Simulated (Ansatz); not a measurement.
Consider the formal hydrolysis of a C–B bond: `B[CH2][GeH2][SiH3]` + H₂O → `O[CH2][GeH2][SiH3]` + BH₃.

Gas-phase electronic energies from Ansatz, PBE0-D4/def2-TZVP geometries. CBS: MP2 limit from def2 TZ/QZ plus the TZ coupled-cluster correction, frozen cores. This one scheme is used for every species. DFT in def2-TZVPP. B3LYP here is the variant with VWN-RPA as its local correlation; programs differ in this. For Ge outer-core shells are correlated without core-valence functions, which leaves a few kJ/mol of doubt a bond. Scalar relativity is left out up to krypton. One conformer a species, not always the lowest.

```tsv
level	ΔE (kJ/mol)	difference from CCSD(T)/CBS
PBE-D4	148.6	1.8
r2SCAN-D4	147.4	0.6
PBE0-D4	147.6	0.8
B3LYP-D4	135.1	-11.7
ωB97X-V	131.8	-15.0
ωB97M-V	141.8	-5.0
B2PLYP	134.9	-11.9
PBE	144.1	-2.7
r2SCAN	146.4	-0.4
PBE0	143.7	-3.1
B3LYP	127.6	-19.2
HF/def2-TZVPP	107.1	-39.7
MP2/def2-TZVPP	151.5	4.7
SCS-MP2/def2-TZVPP	137.5	-9.3
CCSD/def2-TZVPP	137.1	-9.7
CCSD(T)/def2-TZVPP	142.0	-4.8
HF/def2-QZVPP	107.2	-39.6
MP2/def2-QZVPP	154.3	7.5
SCS-MP2/def2-QZVPP	140.2	-6.6
HF/CBS(def2)	107.2	-39.6
MP2/CBS(def2)	156.3	9.5
CCSD/CBS(def2)	141.9	-4.9
CCSD(T)/CBS	146.8	0
```

Largest T1 diagnostic among the species: 0.012.

In def2-TZVPP, CCSD(T) changes the Hartree–Fock value by +35.0 kJ/mol (the triples alone add +4.9 kJ/mol) and MP2 by +44.4 kJ/mol. The D4 term adds +7.5 kJ/mol with B3LYP and +4.0 kJ/mol with PBE0; it sums over pairs of atoms, weighted by their polarisabilities, and B3LYP, whose exchange is more repulsive, gets the larger term.
